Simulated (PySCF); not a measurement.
Compound: C5H6F3Si (doublet state).
SMILES with atom numbers: `[CH3:1][C:2]#[C:3][Si@@H:4]([CH2:5][F:6])[C:7]([F:8])[F:9]` (hydrogens: H10, H11, H12 on C1; H13 on Si4; H14, H15 on C5)

Cartesian coordinates in Å at the GFN2-xTB level; atoms count from 1:
```
atom  x, y, z in Å
C1     3.2053   -0.2968   -0.7030
C2     1.7738   -0.1570   -0.6056
C3     0.5722   -0.0643   -0.5280
Si4   -1.2504    0.1761   -0.3705
C5    -1.8650   -1.1961    0.8204
F6    -3.2431   -1.1887    0.8956
C7    -1.6905    1.8026    0.4557
F8    -1.4657    2.0647    1.7432
F9    -1.7285    2.9559   -0.2130
H10    3.5602    0.1692   -1.6215
H11    3.4788   -1.3515   -0.7097
H12    3.6825    0.1881    0.1482
H13   -1.9562    0.1685   -1.6480
H14   -1.5802   -2.1917    0.4720
H15   -1.4976   -1.0710    1.8422
```

The hyperfine couplings belong to this conformer and change with its torsions.

Method used: UKS B3LYP, pcH-1 on C F H Si, non-relativistic, mean-field spin-orbit, GIAO (PySCF 2.14.0). Geometry: GFN2-xTB, one conformer, isolated molecule. GFN2-xTB frequencies show an imaginary mode (25i cm⁻¹), so this geometry is no minimum at that level. The geometry wasn't refined by DFT: couplings that depend on bond lengths, twists or pyramidal angles can differ widely from those at the functional's own minimum. Stability of the SCF solution: not tested.

Question: Give the principal g shifts and their parts.

Answer: 
```csv
Δg (ppm),1,2,3
relativistic mass correction,-242,-242,-242
gauge correction,7,18,7
orbital Zeeman/spin–orbit,-354,2959,3633
total,-589,2735,3399
```

So g = 2.00173, 2.00505, 2.00572 and g_iso = 2.00417; the tensor is rhombic: the two nearest values differ by 17 % of g3 − g1. Axes: g2 points within 14° of the Si4–C7 bond.

Question: At 33.834 GHz, how far is the centre of the isotropic spectrum from where a free electron (g = 2.002319) resonates?

Answer: B = hν/(g μB) with μB/h = 13.99624 MHz/mT gives 1207.28 mT for the free electron and 1206.17 mT at g_iso, 1.11 mT lower.

Question: What are the electron Larmor frequencies g μB B/h along the three axes at 3350 mT?

Answer: 93.8560, 94.0118, 94.0430 GHz for g1, g2 and g3, a range of 187.0 MHz.

Question: In a frozen sample, at which fields do the three g values resonate at 9.5, 34, 94 and 263 GHz (hyperfine left aside), and which band first spreads them over more than twice a line width of 1.0 mT?

Answer: 
```csv
band,GHz,B(g3) mT,B(g2) mT,B(g1) mT,spread mT
X,9.5,338.41,338.52,339.08,0.67
Q,34.0,1211.15,1211.55,1213.56,2.41
W,94.0,3348.47,3349.58,3355.14,6.67
J,263.0,9368.59,9371.69,9387.26,18.66
```

The spread grows in proportion to the frequency. Q band is the first where it exceeds 2.0 mT.

The Mulliken spin populations are largest on C7 (+0.82), F9 (+0.06) and F8 (+0.06). C7 is the only atom above +0.15. The angles at C7 add up to 354.8°, so it is nearly planar.

The HOMO–LUMO gaps are 5.39 eV among the α and 5.70 eV among the β orbitals.
